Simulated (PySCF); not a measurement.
A calculated (UHF, PySCF 2.14, cc-pVDZ-DK, scalar relativity by spin-free X2C-1e) atom or ion has these occupied shells.

```csv
shell,electrons,orbital energy (eV),"rms radius, mean of both spins (bohr)"
1s α,1,-11188.1,0.0542
1s β,1,-11188.1,0.0542
2s α,1,-1463.4,0.227
2s β,1,-1463.4,0.227
2p α,3,-1275.5,0.203
2p β,3,-1275.4,0.203
3s α,1,-210.86,0.667
3s β,1,-210.74,0.667
3p α,3,-151.12,0.700
3p β,3,-150.95,0.700
3d α,5,-52.732,0.815
3d β,5,-52.627,0.815
4s α,1,-24.626,2.24
4s β,1,-22.331,2.24
4p α,1,-15.527,2.81
```

Problem. Name the element and its charge.

Solution. Ge+ (germanium, charge +1), in [Ar] 3d10 4s2 4p1, 2P determinant.
